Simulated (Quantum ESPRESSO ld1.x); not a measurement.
Values are calculated unless marked as measured or tabulated.
Input (ld1.x (Quantum ESPRESSO 7.5)):

```
 &input
    zed=3.0,
    iswitch=1,
    rel=0,
    lsd=1,
    dft='SLA-VWN',
    config='[He] 2s1',
    dx=0.01,
    rmax=200,
    verbosity='high',
    prefix='ld1',
    max_out_wfc=37,
    file_charge='ld1.rho',
 /
```

Command: `OMP_NUM_THREADS=1 ld1.x < ld1.in > ld1.out`

It prints (banner and zero overlaps left out):

```
     Program LD1 v.7.5 starts

     --------------------------- All-electron run ----------------------------

     atomic number is  3.00
     dft =SLA-VWN   lsd =1 sic =0 latt =0  beta=0.20 tr2=1.0E-14
     Exchange-correlation= SLA-VWN
                           (   1   2   0   0   0   0   0)
     mesh =1341 r(mesh) = 200.61501 a.u. xmin = -7.00 dx = 0.01000
     1 Ry =  13.60569312 eV

     n l     nl                  e(Ry)          e(Ha)          e(eV)
     1 0     1S 1( 1.00)      -3.749852008      -1.874926004    -51.0193357
     2 0     2S 1( 1.00)      -0.232610252      -0.116305126     -3.1648237
     1 0     1S 2( 1.00)      -3.734350848      -1.867175424    -50.8084317
     2 0     2S 2( 0.00)      -0.153709434      -0.076854717     -2.0913234

     final scf error:  4.4E-15 reached in  14 iterations

     Etot =     -14.687914 Ry,      -7.343957 Ha,    -199.839244 eV
     Total magnetization:    1.00 Bohr mag.

     Ekin =      14.499784 Ry,       7.249892 Ha,     197.279616 eV
     Encl =     -33.875837 Ry,     -16.937918 Ha,    -460.904236 eV
     Eh   =       8.018517 Ry,       4.009258 Ha,     109.097479 eV
     Exc  =      -3.330378 Ry,      -1.665189 Ha,     -45.312103 eV

     normalization and overlap integrals

     s(1S/1S) =  1.000000  <r> =   0.5892  <r2> =    0.4777  r(max) =   0.3647
     s(2S/2S) =  1.000000  <r> =   3.8223  <r2> =   17.3454  r(max) =   3.0691
     s(1S/1S) =  1.000000  <r> =   0.5883  <r2> =    0.4752  r(max) =   0.3647
     s(2S/2S) =  1.000000  <r> =   4.2368  <r2> =   21.7446  r(max) =   3.2265

     ------------------------ End of All-electron run ------------------------
```

Run on one thread of a shared host, so times are rough (Intel(R) Xeon(R) Processor @ 2.60GHz): 0.35 s of CPU time, 0.87 s wall, 14 iterations on 1341 mesh points.
